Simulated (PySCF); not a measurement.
FNa, charge +1, doublet, at the geometry of the source list (a state made from the parent by changing its charge; the spin is typed, not shown lowest); PySCF with HF/aug-cc-pVDZ.

Input for PySCF:
```python
from pyscf import gto, scf

mol = gto.Mole()
mol.atom = '''
    Na   -0.468200   -0.386100   -0.632500
    F     0.468200    0.386100    0.632500
'''
mol.basis = 'aug-cc-pvdz'
mol.charge = 1
mol.spin = 1
mol.verbose = 4
mol.build()

mf = scf.UHF(mol)
mf.kernel()
mf.analyze()
```

It wrote (shortened):

```
PySCF version 2.14.0

[INPUT] verbose = 4
[INPUT] num. atoms = 2
[INPUT] num. electrons = 19
[INPUT] charge = 1
[INPUT] spin (= nelec alpha-beta = 2S) = 1
[INPUT] symmetry False subgroup None
[INPUT] Mole.unit = angstrom
[INPUT] Symbol           X                Y                Z      unit          X                Y                Z       unit  Magmom
[INPUT]  1 Na    -0.468200000000  -0.386100000000  -0.632500000000 AA   -0.884769771521  -0.729623256695  -1.195251773787 Bohr   0.0
[INPUT]  2 F      0.468200000000   0.386100000000   0.632500000000 AA    0.884769771521   0.729623256695   1.195251773787 Bohr   0.0

nuclear repulsion = 29.8833590169997
number of shells = 16
number of NR pGTOs = 85
number of NR cGTOs = 50
basis = aug-cc-pvdz
ecp = {}

******** <class 'pyscf.scf.uhf.UHF'> ********
method = UHF
initial guess = minao
damping factor = 0
level_shift factor = 0
DIIS = <class 'pyscf.scf.diis.CDIIS'>
diis_start_cycle = 1
diis_space = 8
diis_damp = 0
SCF conv_tol = 1e-09
SCF conv_tol_grad = None
SCF max_cycles = 50
direct_scf = True
direct_scf_tol = 1e-13
number electrons alpha = 10  beta = 9
Set gradient conv threshold to 3.16228e-05
init E= -260.980347966874

cycle= 1 E= -260.99137221077  delta_E= -0.011  |g|= 0.208  |ddm|= 0.787
cycle= 2 E= -261.011466740996  delta_E= -0.0201  |g|= 0.0722  |ddm|= 0.163
cycle= 3 E= -261.013242216052  delta_E= -0.00178  |g|= 0.0202  |ddm|= 0.0499
cycle= 4 E= -261.013484891165  delta_E= -0.000243  |g|= 0.00521  |ddm|= 0.0191
cycle= 5 E= -261.013509958651  delta_E= -2.51e-05  |g|= 0.00149  |ddm|= 0.00713
cycle= 6 E= -261.013512132999  delta_E= -2.17e-06  |g|= 0.000298  |ddm|= 0.00194
cycle= 7 E= -261.013512220978  delta_E= -8.8e-08  |g|= 6.29e-05  |ddm|= 0.00049
cycle= 8 E= -261.013512224513  delta_E= -3.53e-09  |g|= 9.28e-06  |ddm|= 9.63e-05
cycle= 9 E= -261.01351222458  delta_E= -6.71e-11  |g|= 2.69e-06  |ddm|= 1.63e-05
Extra cycle  E= -261.013512224584  delta_E= -4.6e-12  |g|= 1.44e-06  |ddm|= 2.57e-06
converged SCF energy = -261.013512224584  <S^2> = 0.75360904  2S+1 = 2.0036058
**** SCF Summaries ****
Total Energy =                        -261.013512224584360
Nuclear Repulsion Energy =              29.883359016999670
One-electron Energy =                 -421.131231230757521
Two-electron Energy =                  130.234359989173470
Two-electron Coulomb Energy =          154.199875875119801
DFT Exchange-Correlation Energy =      -23.965515885946331
**** MO energy ****
                             alpha | beta                alpha | beta
MO #1   energy= -40.7597362322617  | -40.7582428638     occ= 1 | 1
MO #2   energy= -26.6977628932257  | -26.6478576566846  occ= 1 | 1
MO #3   energy= -3.08184974962266  | -3.07807326323119  occ= 1 | 1
MO #4   energy= -1.98180321232813  | -1.8394948250027   occ= 1 | 1
MO #5   energy= -1.80061200512739  | -1.79946031834761  occ= 1 | 1
MO #6   energy= -1.80061200512738  | -1.79946031834761  occ= 1 | 1
MO #7   energy= -1.80023277970606  | -1.73494219357845  occ= 1 | 1
MO #8   energy= -1.13266551401386  | -0.960823790218811 occ= 1 | 1
MO #9   energy= -1.01402946416098  | -0.9608237902188   occ= 1 | 1
MO #10  energy= -1.01402946416098  | -0.230734014455941 occ= 1 | 0
MO #11  energy= -0.165280060769709 | -0.158041682066451 occ= 0 | 0
MO #12  energy= -0.103208390063942 | -0.102842865199232 occ= 0 | 0
MO #13  energy= -0.103208390063933 | -0.10284286519923  occ= 0 | 0
MO #14  energy= -0.0917705665522677 | -0.0901443962967567 occ= 0 | 0
MO #15  energy= -0.0664624804338612 | -0.0646896228769798 occ= 0 | 0
MO #16  energy= -0.0488372222019809 | -0.0487565016911149 occ= 0 | 0
MO #17  energy= -0.0488372222019798 | -0.0487565016911092 occ= 0 | 0
MO #18  energy= -0.045447427179012 | -0.0450226665568598 occ= 0 | 0

To work with the spin densities directly, `use mulliken_meta_spin()` only printing them here.

 ** Mulliken spin pop alpha/beta on meta-lowdin orthogonal AOs **
 ** Mulliken Spin Density (per AO)  **
spin_pop of  0 Na 1s        0.00000
spin_pop of  0 Na 2s        0.00003
spin_pop of  0 Na 3s       -0.00175
spin_pop of  0 Na 4s        0.00012
spin_pop of  0 Na 5s        0.00015
spin_pop of  0 Na 2px       0.00012
spin_pop of  0 Na 2py       0.00008
spin_pop of  0 Na 2pz       0.00022
spin_pop of  0 Na 3px       0.00008
spin_pop of  0 Na 3py       0.00008
spin_pop of  0 Na 3pz       0.00007
spin_pop of  0 Na 4px       0.00001
spin_pop of  0 Na 4py      -0.00000
spin_pop of  0 Na 4pz       0.00002
spin_pop of  0 Na 5px       0.00001
spin_pop of  0 Na 5py       0.00001
spin_pop of  0 Na 5pz       0.00002
spin_pop of  0 Na 3dxy      0.00006
spin_pop of  0 Na 3dyz      0.00009
spin_pop of  0 Na 3dz^2     0.00008
spin_pop of  0 Na 3dxz      0.00011
spin_pop of  0 Na 3dx2-y2    0.00004
spin_pop of  0 Na 4dxy     -0.00000
spin_pop of  0 Na 4dyz     -0.00000
spin_pop of  0 Na 4dz^2    -0.00003
spin_pop of  0 Na 4dxz      0.00001
spin_pop of  0 Na 4dx2-y2   -0.00002
spin_pop of  1 F 1s       -0.00000
spin_pop of  1 F 2s        0.00356
spin_pop of  1 F 3s        0.00043
spin_pop of  1 F 4s        0.00008
spin_pop of  1 F 2px       0.28263
spin_pop of  1 F 2py       0.19203
spin_pop of  1 F 2pz       0.51625
spin_pop of  1 F 3px       0.00150
spin_pop of  1 F 3py       0.00128
spin_pop of  1 F 3pz       0.00205
spin_pop of  1 F 4px       0.00002
spin_pop of  1 F 4py      -0.00007
spin_pop of  1 F 4pz       0.00025
spin_pop of  1 F 3dxy      0.00005
spin_pop of  1 F 3dyz      0.00011
spin_pop of  1 F 3dz^2    -0.00005
spin_pop of  1 F 3dxz      0.00019
spin_pop of  1 F 3dx2-y2   -0.00005
spin_pop of  1 F 4dxy      0.00002
spin_pop of  1 F 4dyz      0.00005
spin_pop of  1 F 4dz^2     0.00000
spin_pop of  1 F 4dxz      0.00007
spin_pop of  1 F 4dx2-y2   -0.00001
 ** Mulliken Spin Density (per atom)  **
spin density of  0 Na =     -0.00041
spin density of  1 F =      1.00041
 ** Mulliken pop alpha/beta on meta-lowdin orthogonal AOs **
 ** Mulliken pop       alpha | beta **
In total            10.00000 | 9.00000
 ** Mulliken atomic charges   ( Nelec_alpha | Nelec_beta ) **
charge of  0Na =      0.96865  (     5.01547      5.01588 )
charge of  1F =      0.03135  (     4.98453      3.98412 )

WARN: System has nonzero charge 1; the dipole moment is origin-dependent.
Location of origin: [0. 0. 0.]

Dipole moment(X, Y, Z, Debye): -2.01400, -1.66084, -2.72075
```
